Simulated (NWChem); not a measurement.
All runs are NWChem calculations. System: HBrGe, charge 0, spin multiplicity 1, at a geometry optimised with PBE/def2-SVP. The structure started from a generated list of species. Level: G0W0@PBE0/def2-QZVP, RI basis def2-qzvp-rifit.

NWChem printed:

```
             Northwest Computational Chemistry Package (NWChem) 7.3.0
             --------------------------------------------------------

                                NWChem Input Module
                                -------------------

 Scaling coordinates for geometry "geometry" by  1.889725989
 (inverse scale =  0.529177249)

 Turning off AUTOSYM since
 SYMMETRY directive was detected!

                             Geometry "geometry" -> ""
                             -------------------------

 Output coordinates in angstroms (scale by  1.889725989 to convert to a.u.)

  No.       Tag          Charge          X              Y              Z
 ---- ---------------- ---------- -------------- -------------- --------------
    1 Ge                  32.0000    -0.83330700     0.88456300     0.00000000
    2 H                    1.0000     0.29955400     2.04502700     0.00000000
    3 Br                  35.0000     0.75332200    -0.86717200     0.00000000

 Effective nuclear repulsion energy (a.u.)     267.4924691212

            Nuclear Dipole moment (a.u.)
            ----------------------------
        X                 Y               Z
 ---------------- ---------------- ----------------
     0.0000000000     0.0000434637     0.0000000000

      Symmetry information
      --------------------

 Group name             Cs
 Group number              2
 Group order               2
 No. of unique centers     3

      Symmetry unique atoms

     1    2    3


 Summary of "ao basis" -> "" (spherical)
 ------------------------------------------------------------------------------
       Tag                 Description            Shells   Functions and Types
 ---------------- ------------------------------  ------  ---------------------
 *                         def2-qzvp                  on all atoms

 new library libraries.bse/

 Summary of "ri basis" -> "" (spherical)
 ------------------------------------------------------------------------------
       Tag                 Description            Shells   Functions and Types
 ---------------- ------------------------------  ------  ---------------------
 *                      def2-qzvp-rifit               on all atoms

                                 NWChem DFT Module
                                 -----------------

 Summary of "ao basis" -> "ao basis" (spherical)
 ------------------------------------------------------------------------------
       Tag                 Description            Shells   Functions and Types
[...]
  ----- ------------  ---------------      ----- ------------  ---------------
    79      1.803438  2 H  s                 30     -0.843694  1 Ge px
    31     -0.824468  1 Ge py                11     -0.535888  1 Ge s
    10     -0.530590  1 Ge s                 28     -0.211265  1 Ge py
   136      0.160740  3 Br py                77      0.159795  2 H  s
    27     -0.140055  1 Ge px                 7      0.136977  1 Ge s

 center of mass
 --------------
 x =  -0.01336181 y =  -0.02259848 z =   0.00000000

 moments of inertia (a.u.)
 ------------------
         436.131313390564         378.856696758116           0.000000000000
         378.856696758116         345.558461592824           0.000000000000
           0.000000000000           0.000000000000         781.689774983387

     Multipole analysis of the density
     ---------------------------------

     L   x y z        total         alpha         beta         nuclear
     -   - - -        -----         -----         ----         -------
     0   0 0 0     -0.000000    -34.000000    -34.000000     68.000000

     1   1 0 0     -0.492582     -0.246291     -0.246291      0.000000
     1   0 1 0      0.528011      0.263984      0.263984      0.000043
     1   0 0 1     -0.000000     -0.000000     -0.000000      0.000000

     2   2 0 0    -28.067316    -89.334623    -89.334623    150.601930
     2   1 1 0     -1.149451     81.272455     81.272455   -163.694361
     2   1 0 1      0.000000      0.000000      0.000000      0.000000
     2   0 2 0    -27.221213   -112.779321   -112.779321    198.337428
     2   0 1 1      0.000000      0.000000      0.000000      0.000000
     2   0 0 2    -25.397071    -12.698536    -12.698536      0.000000

 Task  times  cpu:      106.3s     wall:      106.3s

                                NWChem Input Module
                                -------------------

                                 NWChem GW Module
                                 ----------------

                             ***********************
                             ***        GW       ***
                             ***********************

 Summary of "ri basis" -> "ri basis" (spherical)
 ------------------------------------------------------------------------------
       Tag                 Description            Shells   Functions and Types
 ---------------- ------------------------------  ------  ---------------------
 Ge                     def2-qzvp-rifit             58      298   13s12p11d9f7g5h1i
 H                      def2-qzvp-rifit             16       56   6s4p3d2f1g
 Br                     def2-qzvp-rifit             58      298   13s12p11d9f7g5h1i

                 Memory Information
                 ------------------
          Available GA per process is          1699.8 MBs
          Available stack per process is        700.0 MBs
          Available heap per process is           0.0 MBs

          Peak memory in Initialization
              Peak GA per process is                 35.5 MBs
              Peak stack per process is               0.3 MBs
              Peak heap per process is               37.4 MBs
              Memory not in MA per process            0.0 MBs

          Peak memory in CDGW Calculation
              Peak GA per process is                 42.5 MBs
              Peak stack per process is               6.5 MBs
              Peak heap per process is                5.4 MBs
              Memory not in MA per process            0.0 MBs

          Computing 2-center integrals
          Computing Inverse Cholesky factor
          Computing 3-center integrals
          Computing Vxc

          Computing Sigma_x
          Computing W(iw) on the imaginary grid
          Solving quasiparticle equations

                  Alpha Orbitals
          State     Energy (eV)     Error (eV)
          -----------------------------------
@GW        31        -11.856           0.005
@GW        32        -10.736           0.004
@GW        33        -10.778           0.002
@GW        34         -9.358           0.002
@GW        35         -1.347           0.005
@GW        36          0.979           0.003

     GW Timing Statistics
   ------------------------
   Init.   :          0.3s
     ERIs  :          4.7s
     Distr.:          0.1s
     Vxc   :         11.4s
   Vmo     :          0.0s
   iW      :         10.7s
   I_n     :          0.0s
   R_n     :          0.9s
   GW total:         28.2s

 Task  times  cpu:       28.2s     wall:       28.2s

 Total times  cpu:      134.4s     wall:      134.4s
```

Problem. Write an NWChem input that would produce this output.

Solution. Several could match; the one computed here: 
```
start mol
memory heap 200 mb stack 700 mb global 1700 mb
geometry units angstroms nocenter noautoz
  Ge    -0.833307     0.884563     0.000000
  H      0.299554     2.045027     0.000000
  Br     0.753322    -0.867172     0.000000
  symmetry group Cs
end
basis spherical
  * library def2-qzvp
end
basis "ri basis" bse spherical
  * library def2-qzvp-rifit
end
dft
  xc pbe0
  iterations 100
  direct
  tolerances tight
end
task dft energy
gw
  method cdgw
  states alpha occ 4 vir 2
end
task dft gw
```
